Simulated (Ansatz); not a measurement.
Consider the formal exchange of groups at the Si–O bond: `[SiH3][O][Ge][Cl]` + `O=C(O)O[SiH3]` → `O=C(O)O[SiH2][SiH3]` + `[OH][Ge][Cl]`.

Isolated molecules relaxed with PBE0-D4/def2-TZVP in Ansatz; ΔE leaves out vibrations. CBS: MP2 limit from def2 TZ/QZ plus the TZ coupled-cluster correction, frozen cores. Functionals use def2-TZVPP. For Ge outer-core shells are correlated without core-valence functions, which leaves a few kJ/mol of doubt a bond. Scalar relativity is left out up to krypton. Each species was taken in one conformer, which may not be the lowest.

`[SiH3][O][Ge][Cl]`:

Cartesian coordinates in Å:
```
Si -0.692 0.137 -0.597
O 0.395 -1.033 -0.163
Ge 1.713 -1.250 0.995
Cl 1.654 0.727 1.982
H -1.520 -0.419 -1.695
H -1.564 0.486 0.553
H 0.015 1.352 -1.074
```

`O=C(O)O[SiH3]`:

```xyz
9

O    -0.912   -1.129   -0.673
C    -0.261   -0.181   -1.031
O    -0.126    0.217   -2.294
O     0.422    0.614   -0.225
Si    0.370    0.263    1.430
H    -0.642   -0.396   -2.831
H    -1.018    0.365    1.928
H     1.220    1.323    2.013
H     0.946   -1.075    1.683
```

`O=C(O)O[SiH2][SiH3]`:

```xyz
12

O     0.132   -0.989   -1.362
C     0.710   -1.468   -0.416
O     1.654   -2.401   -0.503
O     0.498   -1.139    0.841
Si   -0.704    0.034    1.141
Si   -0.434    1.901   -0.245
H     1.762   -2.594   -1.443
H    -2.028   -0.616    0.972
H    -0.484    0.330    2.578
H     1.001    2.030   -0.611
H    -1.271    1.791   -1.463
H    -0.837    3.120    0.511
```

`[OH][Ge][Cl]`:

Z-matrix (Å, degrees):
```
O
Ge 1 1.772
H 1 0.963 2 115.0
Cl 2 2.212 1 98.5 3 -0.0
```

CCSD(T)/CBS gives +1.01 eV.

Q: Another level gave +1.29 eV. Which?
A. HF/def2-TZVPP
B. B2PLYP/def2-TZVPP
C. MP2/def2-TZVPP
D. r2SCAN/def2-TZVPP

A: A. HF/def2-TZVPP 1.29, B2PLYP 1.05, r2SCAN 0.91, MP2/def2-TZVPP 1.10 eV.

Largest T1 diagnostic among the species: 0.015.

From PBE to PBE0 (25 % exact exchange), in def2-TZVPP and without D4, ΔE moves by +0.09 eV. In def2-TZVPP, CCSD(T) changes the Hartree–Fock value by −0.27 eV (the triples alone add −0.04 eV) and MP2 by −0.19 eV.
